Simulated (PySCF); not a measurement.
Two-component Hartree-Fock for W⁺ (tungsten, charge +1)

Start: [Xe] 4f14 5d4 6s1; 5d5/2 filled at m_j = -1/2, +1/2, +3/2, +5/2; 6s1/2 filled at m_j = +1/2. Calculated with PySCF 2.14 in x2c-TZVPall-2c with one added diffuse shell each of s, p, d type (12s12p11d2f, 117 functions): generalised Hartree-Fock with the X2C-1e Hamiltonian and a Gaussian nucleus; spin-orbit coupling (SO) screened by Boettger's factors. This is a chosen level, not necessarily the ground level.

| spinor shell | electrons | ε, screened SO (eV) | weight of nominal j (screened SO) | rms radius, screened SO (bohr) |
| --- | --- | --- | --- | --- |
| 1s1/2 | 2 | -69886.7 | 1.000 | 0.0208 |
| 2s1/2 | 2 | -12207.3 | 1.000 | 0.0838 |
| 2p1/2 | 2 | -11652.8 | 1.000 | 0.0713 |
| 2p3/2 | 4 | -10294.4 | 1.000 | 0.0787 |
| 3s1/2 | 2 | -2878.7 | 1.000 | 0.214 |
| 3p1/2 | 2 | -2632.1 | 1.000 | 0.206 |
| 3p3/2 | 4 | -2333.4 | 1.000 | 0.221 |
| 3d3/2 | 4 | -1922.9 | 1.000 | 0.195 |
| 3d5/2 | 6 | -1858.5 | 1.000 | 0.199 |
| 4s1/2 | 2 | -631.91 | 1.000 | 0.478 |
| 4p1/2 | 2 | -528.35 | 1.000 | 0.486 |
| 4p3/2 | 4 | -458.37 | 1.000 | 0.520 |
| 4d3/2 | 4 | -287.83 | 0.999 | 0.544 |
| 4d5/2 | 6 | -274.55 | 1.000 | 0.556 |
| 5s1/2 | 2 | -101.08 | 1.000 | 1.15 |
| 5p1/2 | 2 | -68.121 | 0.944 | 1.28 |
| 4f5/2 | 6 | -58.494 | 0.986 | 0.669 |
| 4f7/2 | 8 | -56.243 | 0.983 | 0.678 |
| 5d5/2 | 4 | -17.790 | 0.611 | 2.10 |
| 6s1/2 | 1 | -15.329 | 0.998 | 3.20 |

Where does 5p3/2 lie, and what is the 5p spin-orbit splitting (screened SO)?

At -56.840 eV, 11.281 eV above 5p1/2.

| quantity | screened SO |
| --- | --- |
| E (hartree) | -16149.34046 |
| M_J | 9/2 |
| ⟨J²⟩ | 24.778 |
| ⟨L²⟩ | 6.459 |
| ⟨S²⟩ | 8.635 |

Each row is a mean over spinors that exchange with the open shell spreads, by up to 6.807 eV (5p3/2).

Rows whose weight is well below 1 are mixtures of j = l ± 1/2: exchange outweighs spin-orbit coupling there, and the label is only the starting occupation.

Breit and QED terms are absent; they matter most for the inner s and p1/2 levels.

Densities and radii are taken from the X2C orbitals without a picture-change correction, which distorts them close to the nucleus.
